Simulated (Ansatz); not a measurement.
Abstraction of Br: InH2Br + CH3 → InH2 + CH3Br

Species: InH2Br `[Br][InH2]`, singlet; CH3 (methyl radical) `[CH3]`, doublet; InH2 `[InH2]`, doublet; CH3Br (bromomethane) `CBr`, singlet. A radical takes Br: the energy is the difference in strength between the In–Br bond broken and the C–Br bond made.

Shapes, held fixed at every level: PBE0-D4/def2-TZVP. Programs: Ansatz 0.2.0. The zero-point and thermal change to 298 K, harmonic and unscaled (PBE0-D4/def2-TZVP), is +7.5 kJ/mol.

| level | kind | ΔH(298 K) (kJ/mol) | less CCSD(T)/def2-TZVPP |
| --- | --- | --- | --- |
| HF/def2-SVP | Hartree–Fock | +108.1 | +38.8 |
| HF/def2-TZVPP | Hartree–Fock | +109.3 | +40.0 |
| SPW92/def2-TZVPP | LDA | +36.5 | -32.8 |
| PBE-D4/def2-TZVPP | GGA | +53.1 | -16.2 |
| MP2/def2-TZVPP | perturbation theory | +69.3 | 0.0 |
| CCSD/def2-TZVPP | coupled cluster or CI | +73.3 | +4.0 |
| CCSD(T)/def2-TZVPP | coupled cluster or CI | +69.3 | 0.0 |

The highest level, CCSD(T)/def2-TZVPP, gives ΔH(298 K) = +69.3 kJ/mol; the levels span +36.5 to +109.3. The column of differences is taken from that level and isn't an error. No measured value is set beside it here. Open shells run unrestricted unless RO is named. For atoms past krypton def2 sets carry core potentials with scalar relativity. Relativity is left out for Br unless named. Correlated rows may include outer-core shells of Br, In, which these sets cover unevenly.
